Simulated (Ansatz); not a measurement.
Geometry optimisation, Ansatz 0.2.0, RKS PBE/def2-SVP.

The input (input.yaml):

```yaml
crystal:
  periodic: [false, false, false]
  atoms:
    - { symbol: Sn, position_ang: [0.35765, -0.43159, -0.471469] }
    - { symbol: O, position_ang: [-0.035838, -0.028056, 2.639234] }
    - { symbol: H, position_ang: [-0.954775, -0.212809, 2.909644] }
    - { symbol: Cl, position_ang: [2.161397, 0.095194, -1.893924] }
    - { symbol: Cl, position_ang: [-0.834725, 1.563676, -0.176529] }
    - { symbol: Cl, position_ang: [-1.063125, -1.86842, -1.689012] }
    - { symbol: H, position_ang: [0.965203, -1.315264, 0.892144] }
    - { symbol: H, position_ang: [0.371213, -0.930132, 2.619412] }
basis:
  gaussian: { orbitals: def2-SVP }
hamiltonian:
  xc: pbe
relax:
  f_tol: 0.03
  max_steps: 50
```

Launched with:

```bash
$ ansatz run input.yaml --threads 4 --pin off --max-ram 5120MiB --backend cpu --events-out ev --progress --plain --runs-dir out
```

Q: Where does it end, and by what steps?

A: It converged. After 18 steps the energy has fallen by 0.560 eV; H8 moved furthest, 1.49 Å.

```json
{"step": "0", "energy less start (eV)": "0.0000", "largest force component (eV/Å)": "0.592", "accepted": "yes"}
{"step": "1", "energy less start (eV)": "-0.0581", "largest force component (eV/Å)": "0.903", "accepted": "yes"}
{"step": "2", "energy less start (eV)": "-0.1081", "largest force component (eV/Å)": "0.658", "accepted": "yes"}
{"step": "3", "energy less start (eV)": "-0.1481", "largest force component (eV/Å)": "0.189", "accepted": "yes"}
{"step": "4", "energy less start (eV)": "-0.1117", "largest force component (eV/Å)": "2.112", "accepted": "no"}
{"step": "5", "energy less start (eV)": "-0.1776", "largest force component (eV/Å)": "0.208", "accepted": "yes"}
{"step": "6", "energy less start (eV)": "-0.2078", "largest force component (eV/Å)": "0.425", "accepted": "yes"}
{"step": "7", "energy less start (eV)": "-0.2480", "largest force component (eV/Å)": "0.653", "accepted": "yes"}
{"step": "8", "energy less start (eV)": "-0.2959", "largest force component (eV/Å)": "0.871", "accepted": "yes"}
{"step": "9", "energy less start (eV)": "-0.3503", "largest force component (eV/Å)": "0.803", "accepted": "yes"}
{"step": "10", "energy less start (eV)": "-0.4151", "largest force component (eV/Å)": "0.425", "accepted": "yes"}
{"step": "11", "energy less start (eV)": "-0.4307", "largest force component (eV/Å)": "1.158", "accepted": "yes"}
{"step": "12", "energy less start (eV)": "-0.4872", "largest force component (eV/Å)": "0.599", "accepted": "yes"}
{"step": "13", "energy less start (eV)": "-0.5171", "largest force component (eV/Å)": "0.405", "accepted": "yes"}
{"step": "14", "energy less start (eV)": "-0.5387", "largest force component (eV/Å)": "0.287", "accepted": "yes"}
{"step": "15", "energy less start (eV)": "-0.5514", "largest force component (eV/Å)": "0.189", "accepted": "yes"}
{"step": "16", "energy less start (eV)": "-0.5596", "largest force component (eV/Å)": "0.045", "accepted": "yes"}
{"step": "17", "energy less start (eV)": "-0.5596", "largest force component (eV/Å)": "0.062", "accepted": "no"}
{"step": "18", "energy less start (eV)": "-0.5599", "largest force component (eV/Å)": "0.008", "accepted": "yes"}
```

```xyz
8
Properties=species:S:1:pos:R:3
Sn 0.691 -0.348 -0.096
O -0.246 -0.641 2.245
H -0.720 0.217 2.298
Cl 1.361 -0.028 -2.353
Cl -0.348 1.758 0.350
Cl -0.958 -2.058 -0.371
H 2.137 -0.740 0.738
H -0.950 -1.288 2.019
```

Whether the end is a true minimum wasn't checked by a vibrational analysis.

Time of the run: 14 s on 4 threads of Intel(R) Xeon(R) 6975P-C (Granite Rapids), with other jobs on the host, peak memory 0.17 GiB.
